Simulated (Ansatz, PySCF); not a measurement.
This PySCF input computes a CCSD(T)/cc-pVDZ energy:

```python
from pyscf import gto, scf, mp, cc as ccmod

mol = gto.M(
    atom='''
    C    -0.00000000   -0.00000000   -1.28727137
    C     0.00000000    0.00000000    0.00000000
    C     0.00000000    0.00000000    1.28727137
    ''',
    basis='cc-pvdz',
    charge=0,
    spin=0,
    verbose=4,
)

mf = scf.RHF(mol)
mf.conv_tol = 1e-10
mf.max_cycle = 100
mf.kernel()
mp2 = mp.MP2(mf, frozen=3).run()
cc = ccmod.CCSD(mf, frozen=3)
cc.max_cycle = 100
cc.kernel()
et = cc.ccsd_t()
print(f'E(CCSD(T)) = {cc.e_tot + et:.9f}')
```

Write an input for the same energy in Ansatz (a program for electronic structure) and say what it gives.


Ansatz 0.2 input:
```yaml
crystal:
  periodic: [false, false, false]
  atoms:
    - {symbol: C, position_ang: [-0.00000000, -0.00000000, -1.28727137]}
    - {symbol: C, position_ang: [0.00000000, 0.00000000, 0.00000000]}
    - {symbol: C, position_ang: [0.00000000, 0.00000000, 1.28727137]}
basis:
  gaussian:
    orbitals: cc-pVDZ
magnetization: {spin_polarized: false}
correlation: {method: ccsd_t, electrons: outside_noble_gas}
```
It gives -113.73975 Eh, and PySCF -113.73976 Eh, a difference of 0.01 mEh.
